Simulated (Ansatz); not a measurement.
System: CuI, charge 1, multiplicity 2. The spin state was set by rule; other spins were not relaxed. 
Geometry from a B3LYP-D3(BJ)/def2-TZVP (Ansatz, a first-principles code) optimisation:
```
Cu
I 1 2.4510
```
Charge +1, spin multiplicity 2.

Total electronic energies in hartree. Cores are frozen in the correlated levels unless marked. Open shells are spin-unrestricted. No spin-orbit coupling. Frozen are the shells of the preceding noble gas and the d and f shells that filled before the atom's block. In def2 rows, elements after Kr have scalar-relativistic effective core potentials. STO-3G rows are all-electron and non-relativistic. CBS(X,Y): correlation extrapolated as X^-3; Hartree-Fock from the larger set. The program attaches cautions to a run behind MP2/STO-3G: other amplitudes.

```csv
level,program,energy (Eh)
RI-HF/def2-TZVPPD,Ansatz,-1935.37015
RI-HF/def2-QZVPPD,Ansatz,-1935.41199
revPBE/def2-TZVPD,Ansatz,-1937.89385
B3LYP-D4/def2-TZVPD,Ansatz + dftd4,-1938.09155
PBE0-D4/def2-TZVPD,Ansatz + dftd4,-1937.71646
wB97M-V/def2-TZVPD,Ansatz,-1937.84221
B2PLYP-D3(BJ)/def2-TZVPD,Ansatz + dftd3,-1937.37351
RPA@PBE/def2-TZVPP,Ansatz,-1936.11429
RPA@PBE/def2-QZVPP,Ansatz,-1936.23096
MP2/STO-3G,Ansatz,-8471.05907
MP2/def2-SVPD,Ansatz,-1935.50552
"RI-MP2/CBS(def2-TZVPP,def2-QZVPP)",Ansatz,-1936.0781
SCS-MP2/def2-TZVPP,Ansatz,-1935.90093
"CCSD(T)/CBS(def2-TZVPP,def2-QZVPP)",Ansatz,-1936.0567
"CCSD(T)/CBS(def2-TZVPPD,def2-QZVPPD)",Ansatz,-1936.0562
```

Totals of different functionals don't rank their quality; only differences between species are comparable.
